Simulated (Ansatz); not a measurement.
Consider the formal exchange of groups at the Sb–H bond: stibine + `COCCOC` → `CO[CH2][SbH2]` + dimethyl ether.

Gas-phase electronic energies from Ansatz, PBE0-D4/def2-TZVP geometries. CCSD(T)/CBS is the MP2 limit (def2-TZVPP, def2-QZVPP) plus CCSD(T) − MP2 in def2-TZVPP, frozen cores. Functionals use def2-TZVPP. B3LYP here is the variant with VWN-RPA as its local correlation; programs differ in this. def2 core potentials past Kr. For Sb outer-core shells are correlated without core-valence functions, which leaves a few kJ/mol of doubt a bond. Each species was taken in one conformer, which may not be the lowest.

`[SbH3]`:

Cartesian coordinates in Å:
```
Sb -0.334 -0.072 -0.635
H -0.723 1.118 0.526
H 1.335 0.239 -0.457
H -0.278 -1.285 0.566
```

`COCCOC`:

Z-matrix (Å, degrees):
```
C
O 1 1.407
H 1 1.099 2 111.0
H 1 1.091 2 106.9 3 118.5
H 1 1.094 2 112.2 3 -121.4
C 2 1.402 1 114.7 3 54.8
C 6 1.510 2 114.5 1 83.2
H 6 1.094 2 106.3 1 -157.9
H 6 1.100 2 110.8 1 -40.9
O 7 1.405 6 110.5 2 -74.8
H 7 1.103 6 108.8 2 164.2
H 7 1.101 6 109.3 2 46.9
C 10 1.400 7 112.4 6 178.7
H 13 1.090 10 107.7 7 179.7
H 13 1.099 10 111.5 7 60.3
H 13 1.099 10 111.6 7 -60.8
```

`CO[CH2][SbH2]`:

```xyz
11

C    -1.161    1.169    0.904
O    -0.639    0.627   -0.281
C     0.172   -0.491   -0.043
Sb    0.875   -1.179   -1.982
H    -1.777    2.026    0.630
H    -1.782    0.437    1.438
H    -0.360    1.503    1.577
H     1.025   -0.244    0.602
H    -0.393   -1.307    0.430
H     2.218   -0.121   -1.997
H     1.822   -2.421   -1.277
```

`COC`:

```xyz
9

C     0.933   -0.315   -0.615
O     0.290    0.777   -0.023
C    -0.899    0.406    0.613
H     1.200   -1.079    0.129
H     1.846    0.053   -1.086
H     0.303   -0.788   -1.382
H    -0.718   -0.324    1.415
H    -1.339    1.304    1.046
H    -1.616   -0.035   -0.096
```

| level | ΔE (kcal/mol) | difference from CCSD(T)/CBS |
| --- | --- | --- |
| PBE-D4 | 2.1 | 0.6 |
| r2SCAN-D4 | 2.9 | 1.4 |
| PBE0-D4 | 3.0 | 1.5 |
| B3LYP-D4 | 2.2 | 0.7 |
| ωB97X-V | 3.7 | 2.2 |
| ωB97M-V | 3.4 | 1.9 |
| B2PLYP | 1.9 | 0.4 |
| PBE | 1.8 | 0.3 |
| r2SCAN | 2.7 | 1.2 |
| PBE0 | 2.8 | 1.3 |
| B3LYP | 2.0 | 0.5 |
| HF/def2-TZVPP | 4.1 | 2.6 |
| MP2/def2-TZVPP | 1.4 | -0.1 |
| SCS-MP2/def2-TZVPP | 1.6 | 0.1 |
| CCSD/def2-TZVPP | 3.1 | 1.6 |
| CCSD(T)/def2-TZVPP | 2.8 | 1.3 |
| HF/def2-QZVPP | 3.9 | 2.4 |
| MP2/def2-QZVPP | 0.5 | -1.0 |
| SCS-MP2/def2-QZVPP | 0.8 | -0.7 |
| HF/CBS(def2) | 3.8 | 2.3 |
| MP2/CBS(def2) | 0.0 | -1.5 |
| CCSD/CBS(def2) | 1.8 | 0.3 |
| CCSD(T)/CBS | 1.5 | 0 |

Largest T1 diagnostic among the species: 0.014.

From PBE to PBE0 (25 % exact exchange), in def2-TZVPP and without D4, ΔE moves by +0.9 kcal/mol. In def2-TZVPP, CCSD(T) changes the Hartree–Fock value by −1.3 kcal/mol (the triples alone add −0.3 kcal/mol) and MP2 by −2.8 kcal/mol.
